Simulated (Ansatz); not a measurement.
Ba2Te3, relaxed as a singlet with RKS PBE0-D4/def2-SVP in Ansatz, starting from the GFN1-xTB geometry. Force threshold 0.02 eV/Å.

In the def2 sets Ba, Te take a core potential; there is no spin–orbit coupling. The structure comes from a short search, and lower isomers may exist.

Start:

```xyz
5

Ba   -0.931   -1.775   -0.311
Ba    1.455    1.411   -0.083
Te   -1.785    1.356   -0.280
Te    1.940   -1.351   -1.450
Te   -0.680    0.359    2.124
```

(1) Estimate the energy that the relaxation releases and the steps that it takes.

(2) Does the start keep its bonding and symmetry?

(3) Predict the relaxed structure.

## Answers

(1) 2.8 kcal/mol, in 4 steps; 11 s on 4 threads of Intel Xeon 6975P-C on a shared host. No frequencies were taken in this run, so the end may be a saddle point.

(2) By distances, no bond broke or formed. The bond that changes most is Ba1–Te3, from 3.25 to 3.36 Å (atoms count from 1). Point group C2v at the start, C2v at the end, both within 0.05 Å.

(3) 
```xyz
5

Ba   -0.9531   -1.8708   -0.3395
Ba    1.5426    1.4607   -0.1021
Te   -1.8140    1.3759   -0.2393
Te    1.9473   -1.3550   -1.4559
Te   -0.7228    0.3893    2.1367
```
Bond lengths (bridged metal pairs left out): 6 × Ba–Te 3.15 to 3.36 Å; 1 × Te–Te 2.79 Å.
